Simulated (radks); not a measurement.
Results of a calculation; reference values are marked as such.
Orbital eigenvalues (eV) of neutral neon, [Ne], at several levels of relativity; Dirac values are averaged over j with weights 2j + 1. Spin-unpolarised spherical Kohn-Sham, BLYP, point nucleus unless stated (finite: rms radius 3.0055 fm), a radial shooting solver on a logarithmic mesh with Libxc functionals. A level marked "c x" has the speed of light scaled by that factor and shares open shells by 2j + 1; other Dirac levels either fill j = l - 1/2 first or share by 2j + 1.

shell,non-rel.,scalar-rel.,"Dirac, low j first","Dirac, c x 0.75","change of magnitude, last against first (%)"
1s,-830.61,-831.76,-831.73,-832.60,+0.24
2s,-36.158,-36.286,-36.284,-36.383,+0.62
2p,-13.370,-13.357,-13.356,-13.345,-0.19
